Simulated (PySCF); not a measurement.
## Polarisability and C₆ of V²⁺ (vanadium, charge +2)

[Ar] 3d3, high-spin 4F determinant. Calculation: PySCF 2.14, in aug-cc-pVDZ-DK; scalar relativity by spin-free X2C-1e. Coupled (time-dependent) response in atomic units; α is the mean over directions. A double-zeta set is small for polarisabilities.

| method | mean α (bohr³) | C₆ (like pair) | S(−4) |
| --- | --- | --- | --- |
| UHF | 3.825 | 11.04 | 8.783 |
| PBE | 4.707 | 13.36 | 18.70 |
| PBE0 | 4.360 | 12.44 | 14.28 |

S(−4) is the Cauchy moment in α(ω) = α(0) + S(−4) ω² + …

α(iu) at PBE0:

| u (hartree) | α(iu) (bohr³) |
| --- | --- |
| 0 | 4.360 |
| 0.0500 | 4.324 |
| 0.100 | 4.225 |
| 0.200 | 3.902 |
| 0.300 | 3.529 |
| 0.500 | 2.888 |
| 0.750 | 2.328 |
| 1.00 | 1.933 |
| 1.50 | 1.394 |
| 2.00 | 1.039 |
| 3.00 | 0.6185 |
| 5.00 | 0.2752 |

For an ion, C₆ is the dispersion term alone; charge-induced terms of lower order in 1/R come first.
